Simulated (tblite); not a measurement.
Compound: C5H7NO2.
Atom-mapped SMILES: `[NH2:1][C:2](=[O:3])[C@@H:4]1[CH:5]=[CH:6][CH2:7][O:8]1` (hydrogens: H9, H10 on N1; H11 on C4; H12 on C5; H13 on C6; H14, H15 on C7)

Computed with GFN2-xTB (tblite), gas phase: Langevin dynamics at 300 K from the optimised GFN2-xTB geometry, time step 0.5 fs, friction 0.01 fs⁻¹, 2000 steps. The instantaneous temperature is 2·E(kin)/(3Nk) with all 3N coordinates.

```csv
t (fs),T (K),E(pot) above start (eV),N1–C2 (Å),C2=O3 (Å),C2–C4 (Å),C4–C5 (Å),C5=C6 (Å),N1–H9 (Å),N1–C2–C4–C5 (°)
0,239,0.000,1.343,1.209,1.544,1.499,1.321,1.007,119
25,116,0.378,1.344,1.198,1.577,1.492,1.327,1.032,116
50,172,0.321,1.339,1.208,1.529,1.498,1.325,0.984,121
75,154,0.277,1.332,1.224,1.509,1.476,1.314,1.046,121
100,155,0.301,1.391,1.200,1.620,1.562,1.304,0.976,124
125,222,0.279,1.339,1.223,1.498,1.504,1.342,1.023,126
150,181,0.405,1.330,1.218,1.516,1.535,1.336,1.024,130
175,281,0.279,1.344,1.185,1.566,1.521,1.296,1.009,129
200,288,0.365,1.334,1.234,1.555,1.446,1.307,1.012,131
225,285,0.359,1.370,1.219,1.566,1.484,1.333,1.018,121
250,214,0.407,1.375,1.202,1.533,1.501,1.343,0.988,117
275,212,0.421,1.340,1.238,1.523,1.510,1.312,0.996,116
300,275,0.331,1.350,1.204,1.489,1.498,1.313,1.031,120
325,268,0.504,1.370,1.204,1.627,1.474,1.334,0.978,113
350,308,0.442,1.339,1.240,1.504,1.481,1.335,1.024,121
375,260,0.572,1.366,1.198,1.511,1.484,1.320,1.039,109
400,245,0.593,1.369,1.199,1.584,1.533,1.310,0.946,113
425,269,0.510,1.345,1.243,1.502,1.474,1.327,1.092,108
450,279,0.502,1.363,1.220,1.528,1.485,1.323,0.972,111
475,374,0.439,1.376,1.175,1.623,1.466,1.305,1.032,100
500,325,0.486,1.329,1.226,1.490,1.490,1.327,1.024,105
525,281,0.492,1.341,1.205,1.522,1.519,1.360,0.998,97
550,270,0.442,1.347,1.177,1.552,1.526,1.326,1.022,96
575,286,0.490,1.334,1.246,1.540,1.534,1.305,0.994,91
600,388,0.376,1.350,1.211,1.531,1.488,1.328,1.008,90
625,303,0.468,1.355,1.204,1.563,1.485,1.322,1.009,88
650,308,0.482,1.350,1.215,1.555,1.510,1.332,0.999,108
675,299,0.428,1.333,1.212,1.554,1.506,1.320,1.019,102
700,273,0.538,1.338,1.208,1.563,1.470,1.312,1.006,107
725,342,0.441,1.336,1.199,1.557,1.494,1.342,1.009,117
750,377,0.362,1.389,1.201,1.564,1.540,1.329,1.009,109
775,328,0.421,1.348,1.215,1.506,1.522,1.321,1.035,114
800,267,0.507,1.351,1.224,1.548,1.491,1.328,0.978,115
825,259,0.463,1.376,1.194,1.529,1.482,1.316,1.045,103
850,280,0.346,1.362,1.200,1.588,1.504,1.313,0.994,104
875,232,0.434,1.310,1.223,1.487,1.496,1.337,1.008,97
900,266,0.437,1.336,1.182,1.550,1.495,1.321,1.024,97
925,253,0.452,1.329,1.191,1.575,1.516,1.310,0.967,96
950,280,0.542,1.310,1.243,1.562,1.500,1.339,1.016,98
975,280,0.444,1.343,1.199,1.600,1.482,1.312,1.017,92
1000,281,0.513,1.338,1.213,1.559,1.473,1.313,0.986,95
```

Task: From 500 fs on, how do temperature and potential energy compare with equipartition?

Result: The mean temperature of these 21 frames is 294 K against the target 300 K, and the mean potential energy 0.46 eV against 39 × kT/2 = 0.50 eV for 39 classical harmonic modes. For 15 atoms in a canonical ensemble the temperature itself scatters by T·√(2/(3N)) = 63 K; here its standard deviation is 38 K. The whole run lasts only 10 friction times of 100 fs, so these averages carry a wide statistical error.

Task: What are the kinetic and total energies of the listed frame with the highest potential energy?

Result: The one at 400 fs, 0.593 eV above the start. Its kinetic energy is 3NkT/2 = 0.474 eV at 245 K, so the sum is 1.07 eV; over the listed frames the sum runs from 0.46 to 1.16 eV, since the thermostat adds and removes energy.

Task: How much do the listed bonds fluctuate from 500 fs on?

Result: 
```csv
bond,at the start (Å),mean (Å),standard deviation (Å)
N1–C2,1.343,1.343,0.018
C2=O3,1.209,1.209,0.017
C2–C4,1.544,1.547,0.028
C4–C5,1.499,1.501,0.019
C5=C6,1.321,1.324,0.013
N1–H9,1.007,1.008,0.018
```

The motion is classical and holds no zero-point motion.

What follows is the cost of the whole dynamics run. Hardware: Arm Neoverse V2, one thread, shared host with 32 logical CPUs at a one-minute load of 14. Cost: 8.3 s, 0.18 GiB resident at most.
